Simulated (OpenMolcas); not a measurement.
Pd2+: effect of the active space

```json
{
  "Program": "OpenMolcas 26.06",
  "Method": "SS-CASPT2 or its RAS form, IPEA 0.25 Eh, imaginary shift 0.1 Eh",
  "Basis": "ANO-RCC-VTZP",
  "Scalar Hamiltonian": "DKH2, point nucleus",
  "Spin-orbit coupling": "state interaction with AMFI integrals over the reference wave functions, term energies averaged over their components"
}
```

A. 8 electrons in 5 orbitals (4d); 2S+1 = 3 even, 10 roots; 2S+1 = 1 even, 15 roots; closed shells correlated: 4s 4p; CASPT2 step about 4 core-seconds
B. 8 electrons in 6 orbitals (4d 5s); 2S+1 = 5 even, 10 roots; 2S+1 = 3 even, 55 roots; 2S+1 = 1 even, 43 roots; closed shells correlated: 4s 4p; CASPT2 step of the order of 30 core-seconds
C. 8 electrons in 9 orbitals (RAS2 4d 5s; RAS3 5p, at most 2 electrons); 2S+1 = 3 even, 60 roots; 2S+1 = 5 even, 10 roots kept (CI in the orbitals of an earlier block); 2S+1 = 1 even, 50 roots kept (CI in the orbitals of an earlier block); 2S+1 = 3 odd, 21 roots; 2S+1 = 5 odd, 22 roots kept (CI in the orbitals of an earlier block); 2S+1 = 1 odd, 9 roots kept (CI in the orbitals of an earlier block, 0 in the spin-orbit step); closed shells correlated: 4s 4p; CASPT2 step roughly 10 core-minutes
D. 8 electrons in 10 orbitals (4d 5d); 2S+1 = 3 even, 10 roots; 2S+1 = 1 even, 15 roots; closed shells correlated: 4s 4p; CASPT2 step of the order of 9 core-minutes

Energies in cm-1 above 4d8 3F4, the measured ground level; measured values from Moore, Atomic Energy Levels, vol. III, NSRDS-NBS 35 (1971 reprint of NBS Circular 467, 1958).

```csv
Level,A,B,C,D,Measured
4d8 3F4,0.0,0.0,0.0,0.0,0.0
4d8 3F3,3140,3320,3320,3140,3230
4d8 3F2,4560,4720,4730,4560,4687
4d8 3P1,14060,13610,13580,13900,13470
4d8 3P0,14310,13860,13820,14130,13699
4d8 1G4,18210,18130,18240,18430,17880
4d8 1S0,42070,41820,41750,42290,
```

Deviations, from unrounded energies. A percentage is the sum of absolute deviations over the sum of measured energies, with the sign that they share, or ± where signs differ.

```tsv
Against measurement	Levels	A	B	C	D
mean absolute deviation (cm-1)	5	350	130	150	330
fine structure of the ground term (%)	2	-2.7	+1.6	+1.7	-2.8
other terms of the ground configuration (%)	3	+3.4	+1.2	+1.3	+3.1
```

B lies closest to measurement on these levels and A furthest from it. The largest miss of B in the table is 4d8 1G4, by +250 cm-1. The ranking rests on the paired levels alone, and a cruder setting can come out closer through cancelling errors.

The two smallest mean deviations differ by little beside CASPT2's spread within terms, so their order carries little weight.

Among A to D the level of the table that moves most is 4d8 1S0, by 540 cm-1 (lowest in C, highest in D). Moves below CASPT2's spread within the term are not significant.

CASPT2 breaks the degeneracy within a term, and the mean is taken; among the terms shown or strongly mixed into the levels shown the widest spread is 800 cm-1 (4d8 3F, A). Levels of configurations with an s electron are missing; early in the row they begin among the upper levels of the d shell and mix with terms of their name (holds for A). Some high roots are left out of the spin-orbit mixing, which shifts the levels that they would mix with (holds for C). Terms from blocks run as CI alone lack orbitals of their own (holds for C). Active for correlation alone: 5d; no level in the range computed is led by a configuration that fills it, so any true level of that kind is missing (holds for D). Measured partners are found by configuration, term and J. A level has none where our copy of the source lacks it or the pairing is in doubt (some pairs that miss far off the trend of their configuration count as doubtful), and it then counts in no deviation. Levels of configurations outside the active space are missing. Levels that lie high or do not pair safely by name in every column are left out.
